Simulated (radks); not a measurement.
The nuclear charge of neutral samarium is varied continuously with 62 electrons held in [Xe] 4f6 6s2. Calculated with a radial shooting solver on a logarithmic mesh with Libxc functionals: Dirac Kohn-Sham, PBEsol, spin-unpolarised, spherical densities, point nucleus; open shells fill j = l - 1/2 first. By the Hellmann-Feynman theorem dE/dZ = E(electron-nucleus)/Z, the electronic potential at the nucleus.

| Z | E (hartree) | E(electron-nucleus)/Z (hartree) | HOMO | e(HOMO) (eV) | <r> HOMO (bohr) |
|---|---|---|---|---|---|
| 61.8 | -10348.6198 | -410.367 | 4f5/2 | -0.353 | 1.062 |
| 62 | -10430.8902 | -412.335 | 4f5/2 | -2.601 | 1.014 |
| 62.2 | -10513.5535 | -414.298 | 6s1/2 | -4.749 | 4.124 |
| 62.4 | -10596.6091 | -416.258 | 6s1/2 | -5.983 | 3.964 |
| 62.6 | -10680.0567 | -418.218 | 6s1/2 | -7.291 | 3.822 |
| 62.8 | -10763.8961 | -420.177 | 6s1/2 | -8.666 | 3.696 |
| 63 | -10848.1274 | -422.136 | 6s1/2 | -10.105 | 3.582 |

The central difference of E at Z = 62 is -412.334 hartree, to compare with the third column; the second derivative is -9.82 hartree.
